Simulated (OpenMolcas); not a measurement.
# Ne4+, Ar4+, Kr4+, Xe4+: ns2 np2 down the group

| Item | Value |
| --- | --- |
| Program | OpenMolcas |
| Method | SS-CASPT2, IPEA 0.25 Eh, imaginary shift 0.1 Eh |
| Basis | ANO-R2 |
| Scalar Hamiltonian | X2C, finite nucleus |
| Spin-orbit coupling | state interaction with AMFI integrals over the reference wave functions, term energies averaged over their components |

Active space for each ion: 4 electrons in 8 orbitals (s p s p); closed shells correlated by CASPT2: Ne4+ 1s; Ar4+ 2s 2p; Kr4+ 3d; Xe4+ 4d.

Computed levels in cm-1 above 3P0:

| Level | Ne4+ | Ar4+ | Kr4+ | Xe4+ |
| --- | --- | --- | --- | --- |
| 3P1 | 391 | 700 | 3270 | 7760 |
| 3P2 | 1128 | 1880 | 6840 | 12540 |
| 1D2 | 31060 | 16430 | 19120 | 25830 |
| 1S0 | 64390 | 37560 | 39130 | 43540 |
| weight of 3P in the lowest level (%) | 100 | 100 | 97 | 92 |

Mixed levels, with the weight of the term that names them: Xe4+ 3P2 (73 %), Xe4+ 1D2 (73 %).

Measured, with the error of the calculation in %. Measured levels: Ne4+ from NIST levels in Podobedova, Fuhr, Reader and Wiese, J. Phys. Chem. Ref. Data 33, 525 (2004); Ar4+ from Saloman, J. Phys. Chem. Ref. Data 39, 033101 (2010); Kr4+ from Saloman, J. Phys. Chem. Ref. Data 36, 215 (2007).

```tsv
Level	Ne4+	Ar4+	Kr4+
3P1	412 (-5.3)	763 (-8.3)	3743 (-12.7)
3P2	1110 (+1.6)	2029 (-7.3)	7595 (-9.9)
1D2	30292 (+2.5)	16299 (+0.8)	19723 (-3.1)
1S0	63914 (+0.7)	37912 (-0.9)	39204 (-0.2)
```

The fine-structure level 3P2 changes by a factor of 11.1 from Ne4+ to Xe4+.

Without spin-orbit coupling 1D lies 30280, 15060, 12780, 10320 cm-1 above 3P in that order; the difference to the level 1D2, of either sign, comes from spin-orbit coupling, which also lowers the zero.

CASPT2 breaks the degeneracy within a term, and the mean is taken; among the terms shown or strongly mixed into the levels shown the widest spread is 28 cm-1 (5s2 5p2 1D, Xe4+). Over all roots computed the reference weight is 0.84 to 0.98 in Ar4+, 0.85 to 0.97 in Kr4+, 0.81 to 0.95 in Xe4+; the roots of lowest weight are the least certain, and an intruder state may touch them. Active for correlation alone: 3p 3s; no level in the range computed is led by a configuration that fills them, so any true level of that kind is missing (holds for Ne4+). Active for correlation alone: 4p 4s; no level in the range computed is led by a configuration that fills them, so any true level of that kind is missing (holds for Ar4+). Active for correlation alone: 5p 5s; no level in the range computed is led by a configuration that fills them, so any true level of that kind is missing (holds for Kr4+). Active for correlation alone: 6p 6s; no level in the range computed is led by a configuration that fills them, so any true level of that kind is missing (holds for Xe4+). Computed and measured levels are paired by configuration, term and J; levels that our copy of the source lacks, or whose pairing is in doubt (as where it misses far off the trend of its configuration), stay unpaired and out of the deviations. Levels of configurations outside the active space are missing.
